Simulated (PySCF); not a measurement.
Working out the ionisation energy of Cl⁺

Cl⁺ [Ne] 3s2 3p4 (3P) → Cl²⁺ [Ne] 3s2 3p3 (4S). Calculation: PySCF 2.14, in x2c-TZVPall (5s5p2d1f, 37 functions); the spin-free X2C one-electron Hamiltonian (Gaussian nucleus). Frozen: [Ne]. Energies in hartree (1 hartree = 27.21139 eV):

```csv
part,Cl⁺ (lower),Cl²⁺ (upper)
UHF,-460.455614,-459.626124
CCSD correlation,-0.146269,-0.114509
(T),-0.004302,-0.003226
```

What does Hartree-Fock give?

(-459.626124) − (-460.455614) = 0.829490 hartree = 22.572 eV.

What do CCSD and CCSD(T) give?

The CCSD correlation energies differ by 0.031760 hartree = 0.864 eV and the triples by 0.001076 hartree = 0.029 eV, so CCSD gives 23.436 eV and CCSD(T) 23.465 eV.

Measured between the centres of the two terms (NIST): 23.771 eV, so CCSD(T) (valence) is off by -0.306 eV.

What remains against the reference includes basis incompleteness, the frozen core and higher excitations.
